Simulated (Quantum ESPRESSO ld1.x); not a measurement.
The numbers below are computed, except where a source is named.
All-electron atom: Mo XXXVII in [He] 2s2 2p2 (the NIST ground configuration). Code: ld1.x of Quantum ESPRESSO 7.5. Model: Dirac Kohn-Sham, BLYP, spin-unpolarised, spherical densities, point nucleus; open shells fill j = l - 1/2 first. Some entries of the table are withheld. Estimate them.

orbital  occ.  eigenvalue (hartree)  <r^2> (bohr^2)
1s1/2       2              -830.091        0.001655
2s1/2       2              -189.053         0.02485
2p1/2       2                   (1)             (2)
2p3/2       0                   (3)             (4)
3s1/2       0                   (5)          0.1356
3p1/2       0                   (6)          0.1220
3p3/2       0                   (7)          0.1263

Answer. 
(1) 2p1/2 eigenvalue (hartree): -184.091
(2) 2p1/2 <r^2> (bohr^2): 0.01824
(3) 2p3/2 eigenvalue (hartree): -179.582
(4) 2p3/2 <r^2> (bohr^2): 0.01934
(5) 3s1/2 eigenvalue (hartree): -80.5709
(6) 3p1/2 eigenvalue (hartree): -78.7912
(7) 3p3/2 eigenvalue (hartree): -77.5854
